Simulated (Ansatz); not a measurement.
`C[SiH2]CCCl` + `O[SiH3]` → `[SiH3]OCCCl` + `C[SiH3]`  (substitution at a C–Si bond)

Gas-phase electronic energies from Ansatz, PBE0-D4/def2-TZVP geometries. CCSD(T)/CBS adds triple-zeta CCSD(T) − MP2 to the extrapolated MP2 energy (def2 sets, frozen cores). This one scheme is used for every species. Functionals use def2-TZVPP. B3LYP here is the variant with VWN-RPA as its local correlation; programs differ in this. Each species was taken in one conformer, which may not be the lowest.

`C[SiH2]CCCl`:

Cartesian coordinates in Å:
```
C 1.881 -0.086 0.669
Si 0.210 -0.923 0.749
C -1.170 0.207 0.133
C -1.000 0.616 -1.307
Cl -2.330 1.681 -1.874
H 1.884 0.837 1.254
H 2.660 -0.740 1.069
H 2.153 0.164 -0.359
H -0.103 -1.311 2.152
H 0.228 -2.162 -0.081
H -2.123 -0.315 0.264
H -1.207 1.093 0.775
H -0.083 1.182 -1.467
H -1.000 -0.243 -1.977
```

`O[SiH3]`:

Cartesian coordinates in Å:
```
O 0.427 -0.215 -1.189
Si -0.062 0.219 0.324
H 0.245 -1.109 -1.479
H -1.538 0.099 0.480
H 0.349 1.631 0.494
H 0.579 -0.624 1.371
```

`[SiH3]OCCCl`:

Z-matrix (Å, degrees):
```
Si
O 1 1.647
H 1 1.480 2 106.2
H 1 1.489 2 110.6 3 -120.0
H 1 1.489 2 110.6 3 120.0
C 2 1.409 1 122.7 3 180.0
C 6 1.510 2 107.5 1 -179.5
H 6 1.097 2 111.1 1 -59.5
H 6 1.097 2 111.1 1 60.6
Cl 7 1.777 6 109.9 2 -179.9
H 7 1.089 6 110.9 2 60.9
H 7 1.089 6 110.9 2 -60.8
```

`C[SiH3]`:

Z-matrix (Å, degrees):
```
C
Si 1 1.871
H 1 1.092 2 110.8
H 1 1.092 2 110.8 3 -120.0
H 1 1.092 2 110.8 3 120.0
H 2 1.488 1 110.7 3 -179.9
H 2 1.488 1 110.7 3 -59.9
H 2 1.488 1 110.7 3 60.1
```

```
        level  ΔE (eV)
       PBE-D4     0.81
      PBE0-D4     0.81
      ωB97M-V     0.79
       r2SCAN     0.80
         PBE0     0.79
        B3LYP     0.71
HF/def2-TZVPP     0.60
MP2/CBS(def2)     0.91
```

(1) What does CCSD(T)/CBS give? (Best estimate.)

Largest T1 diagnostic among the species: 0.011.

## Answers

(1) The calculation gave: +0.82 eV. The listed levels differ from it by -0.01, -0.01, -0.03, -0.02, -0.03, -0.11, -0.22, 0.09 eV.

The D4 term adds +0.04 eV with B3LYP and +0.02 eV with PBE0; it sums over pairs of atoms, weighted by their polarisabilities, and B3LYP, whose exchange is more repulsive, gets the larger term. In def2-TZVPP, CCSD(T) changes the Hartree–Fock value by +0.18 eV (the triples alone add +0.02 eV) and MP2 by +0.26 eV.
